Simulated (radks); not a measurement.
Values are calculated unless marked as measured or tabulated.
Q: All-electron atom: Ta4+ in [Kr] 4d10 4f14 5s2 5p5.5 5d1 6d0.5 (fractional occupations, a model configuration). Code: a radial shooting solver on a logarithmic mesh with Libxc functionals. Model: Dirac Kohn-Sham, SOGGA, spin-unpolarised, spherical densities, point nucleus; open shells fill j = l - 1/2 first. Some entries of the table are withheld. Estimate them.

| orbital | occ. | eigenvalue (eV) | <r> (bohr) |
|---|---|---|---|
| 1s1/2 | 2 | -67301.90 | 0.01866 |
| 2s1/2 | 2 | -11594.93 | 0.07835 |
| 2p1/2 | 2 | -11083.37 | 0.06488 |
| 2p3/2 | 4 | -9813.747 | 0.07272 |
| 3s1/2 | 2 | (1) | 0.2044 |
| 3p1/2 | 2 | -2464.787 | 0.1943 |
| 3p3/2 | 4 | -2191.469 | 0.2089 |
| 3d3/2 | 4 | -1807.863 | (2) |
| 3d5/2 | 6 | -1748.315 | (3) |
| 4s1/2 | 2 | -586.0871 | 0.4588 |
| 4p1/2 | 2 | -492.4545 | 0.4646 |
| 4p3/2 | 4 | -429.4716 | 0.4977 |
| 4d3/2 | 4 | -275.6530 | (4) |
| 4d5/2 | 6 | -264.0844 | (5) |
| 5s1/2 | 2 | -119.1396 | 1.087 |
| 5p1/2 | 2 | -91.4087 | (6) |
| 5p3/2 | 3.5 | -82.0411 | (7) |
| 4f5/2 | 6 | -72.7630 | 0.6274 |
| 4f7/2 | 8 | -70.7658 | 0.6372 |
| 5d3/2 | 1 | -44.8915 | 1.666 |
| 5d5/2 | 0 | -43.8696 | 1.702 |
| 6s1/2 | 0 | -38.5580 | 2.495 |
| 6p1/2 | 0 | -31.3745 | 2.839 |
| 6p3/2 | 0 | -29.6267 | 3.006 |
| 6d3/2 | 0.5 | -20.2360 | 3.926 |
| 6d5/2 | 0 | -20.0076 | 3.971 |
| 5f5/2 | 0 | (8) | 3.431 |
| 5f7/2 | 0 | (9) | 3.447 |
| 7d3/2 | 0 | -11.6017 | 6.671 |
| 7d5/2 | 0 | -11.4930 | 6.734 |

A: 
(1) 3s1/2 eigenvalue (eV): -2692.033
(2) 3d3/2 <r> (bohr): 0.1830
(3) 3d5/2 <r> (bohr): 0.1874
(4) 4d3/2 <r> (bohr): 0.5166
(5) 4d5/2 <r> (bohr): 0.5281
(6) 5p1/2 <r> (bohr): 1.188
(7) 5p3/2 <r> (bohr): 1.279
(8) 5f5/2 eigenvalue (eV): -18.4337
(9) 5f7/2 eigenvalue (eV): -18.3837
